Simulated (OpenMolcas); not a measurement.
# What dynamic correlation does to the levels of O III

```
Program             : OpenMolcas
Basis               : ANO-RCC-VTZP [4s3p2d1f]
Scalar Hamiltonian  : DKH2, point nucleus
Active space        : 4 electrons in 4 orbitals (2s 2p)
State averaging     : 2S+1 = 3 even, 6 roots; 2S+1 = 1 even, 11 roots; 2S+1 = 5 odd, 1 root; 2S+1 = 3 odd, 9 roots; 2S+1 = 1 odd, 8 roots
Spin-orbit coupling : state interaction with AMFI integrals over the reference wave functions, term energies averaged over their components
```

Methods on the same reference wave functions:
A. CASSCF
B. SS-CASPT2, IPEA 0.25 Eh, imaginary shift 0.1 Eh (closed shells correlated: 1s)
C. MS-CASPT2, IPEA 0.25 Eh, imaginary shift 0.1 Eh (closed shells correlated: 1s)
D. XMS-CASPT2, IPEA 0.25 Eh, imaginary shift 0.1 Eh (closed shells correlated: 1s)

Energies in eV above 2s2 2p2 3P0, the measured ground level; measured values from Moore, Selected Tables of Atomic Spectra, NSRDS-NBS 3, section 11.

| Level | A | B | C | D | Measured |
| --- | --- | --- | --- | --- | --- |
| 2s2 2p2 3P0 | 0.0000 | 0.0000 | 0.0000 | 0.0000 | 0.0000 |
| 2s2 2p2 3P1 | 0.0131 | 0.0131 | 0.0131 | 0.0131 | 0.0140 |
| 2s2 2p2 3P2 | 0.0387 | 0.0386 | 0.0388 | 0.0387 |  |
| 2s2 2p2 1D2 | 2.7958 | 2.545 | 2.545 | 2.567 | 2.5136 |
| 2s2 2p2 1S0 | 5.0089 | 5.322 | 5.324 | 5.522 | 5.3543 |
| 2s 2p3 5S* 2 | 6.0908 | 7.167 | 7.169 | 7.363 | 7.4793 |
| 2s 2p3 3D* 2 | 15.2609 | 14.709 | 14.710 | 14.899 |  |
| 2s 2p3 3D* 1 | 15.2609 | 14.709 | 14.710 | 14.899 |  |
| 2s 2p3 3D* 3 | 15.2611 | 14.709 | 14.711 | 14.899 |  |
| 2s 2p3 3P* 0 | 18.0062 | 17.653 | 17.655 | 17.842 |  |
| 2s 2p3 3P* 1 | 18.0063 | 17.653 | 17.655 | 17.842 |  |
| 2s 2p3 3P* 2 | 18.0064 | 17.653 | 17.655 | 17.842 |  |
| 2s 2p3 1D* 2 | 25.0679 | 23.448 | 23.450 | 23.643 | 23.1917 |
| 2s 2p3 3S* 1 | 25.9600 | 24.727 | 24.729 | 24.832 | 24.4358 |
| 2s 2p3 1P* 1 | 27.7881 | 26.351 | 26.353 | 26.524 | 26.0939 |

Deviations, from unrounded energies. A percentage is the sum of absolute deviations over the sum of measured energies, with the sign that they share, or ± where signs differ.

| Against measurement | Levels | A | B | C | D |
| --- | --- | --- | --- | --- | --- |
| mean absolute deviation (cm-1) | 7 | 8200 | 1400 | 1400 | 1900 |
| fine structure of the ground term (%) | 1 | -6.5 | -6.7 | -6.3 | -6.5 |
| other terms of the ground configuration (%) | 2 | ±8.0 | ±0.8 | ±0.8 | +2.8 |
| other configurations (%) | 4 | ±8.0 | ±1.4 | ±1.4 | ±1.7 |

B, C lie about equally close to measurement and A furthest from it. The largest miss of B in the table is 2s 2p3 5S* 2, by -2500 cm-1. The ranking rests on the paired levels alone, and a cruder setting can come out closer through cancelling errors.

Among B to D the level of the table that moves most is 2s2 2p2 1S0, by 1600 cm-1 (lowest in B, highest in D). Moves below CASPT2's spread within the term are not significant.

The mean deviations of B to D differ by less than CASPT2's widest spread within a term (700 cm-1), so their order carries little weight.

From A to B the spin-free energies of the other terms of 2s2 2p2 shown, above 3P, scale by factors of 0.91 to 1.06.

The lowest spin-free term lies below A's lowest term by 0.073 hartree in B, 0.073 hartree in C, 0.081 hartree in D.

CASPT2 breaks the degeneracy within a term, and the mean is taken; among the terms shown or strongly mixed into the levels shown the widest spread is 700 cm-1 (2s 2p3 1D*, D). Over all roots computed the reference weight is 0.94 to 0.99 in D; the roots of lowest weight are the least certain, and an intruder state may touch them. Measured partners are found by configuration, term and J. A level has none where our copy of the source lacks it or the pairing is in doubt (some pairs that miss far off the trend of their configuration count as doubtful), and it then counts in no deviation. Only configurations of the active space appear. Levels that lie high or do not pair safely by name in every column are left out.

* marks odd parity.
